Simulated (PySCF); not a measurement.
Geometries of 3 isomers of C4H8F2O2, from PySCF 2.14.0, PBE0-D3(BJ)/def2-SVP geometry optimisation, gas phase. One conformer each, no zero-point energy, no frequencies.

Question: Which isomer lies lowest at this level?
A.
```xyz
16
angstrom
C     -1.655   -0.677    0.978
O     -0.683   -0.772   -0.029
C      0.089    0.365   -0.237
C     -0.494    1.260   -1.310
F     -1.708    1.743   -0.896
O      1.343   -0.018   -0.713
C      2.086   -0.790    0.145
F      2.523   -0.051    1.211
H     -2.469    0.013    0.703
H     -2.072   -1.683    1.124
H     -1.215   -0.335    1.935
H      0.187    0.928    0.715
H      0.189    2.101   -1.511
H     -0.627    0.666   -2.229
H      2.959   -1.144   -0.423
H      1.492   -1.631    0.540
```
B.
```xyz
16
angstrom
C      2.787   -0.481   -0.299
O      1.617   -0.127    0.397
C      0.530    0.118   -0.384
F      0.092   -1.049   -0.989
C     -0.572    0.661    0.497
O     -1.712    0.981   -0.258
C     -2.692    0.024   -0.283
F     -3.368   -0.014    0.907
H      2.654   -1.422   -0.856
H      3.582   -0.613    0.444
H      3.086    0.314   -1.008
H      0.759    0.814   -1.217
H     -0.790   -0.074    1.290
H     -0.209    1.578    0.983
H     -3.398    0.311   -1.078
H     -2.280   -0.984   -0.463
```
C.
```xyz
16
angstrom
C      1.773    1.013    0.989
O      0.518    1.358    0.464
C     -0.096    0.352   -0.239
O     -0.351   -0.728    0.595
C     -0.476   -1.978   -0.026
C     -1.377    0.952   -0.814
F     -1.890    0.092   -1.729
F     -2.292    1.130    0.148
H      2.470    0.701    0.186
H      2.177    1.907    1.481
H      1.693    0.196    1.723
H      0.531    0.016   -1.102
H      0.359   -2.166   -0.728
H     -0.447   -2.739    0.765
H     -1.423   -2.077   -0.582
H     -1.175    1.919   -1.307
```

Answer: B. That is `CO[C@@H](F)COCF`, 3.8 kcal/mol below the next.

```tsv
SMILES	atoms numbered as above	E (Eh)	relative (kcal/mol)	relative (kJ/mol)	dipole (D)
CO[C@@H](F)COCF	[CH3:1][O:2][C@@H:3]([F:4])[CH2:5][O:6][CH2:7][F:8]	-506.44248	0.0	0.0	2.59
CO[C@H](CF)OCF	[CH3:1][O:2][C@H:3]([CH2:4][F:5])[O:6][CH2:7][F:8]	-506.43639	3.8	16.0	0.86
COC(OC)C(F)F	[CH3:1][O:2][CH:3]([O:4][CH3:5])[CH:6]([F:7])[F:8]	-506.43620	3.9	16.5	2.79
```

As drawn, the highest has two fluorines on one carbon, which the lowest lacks.
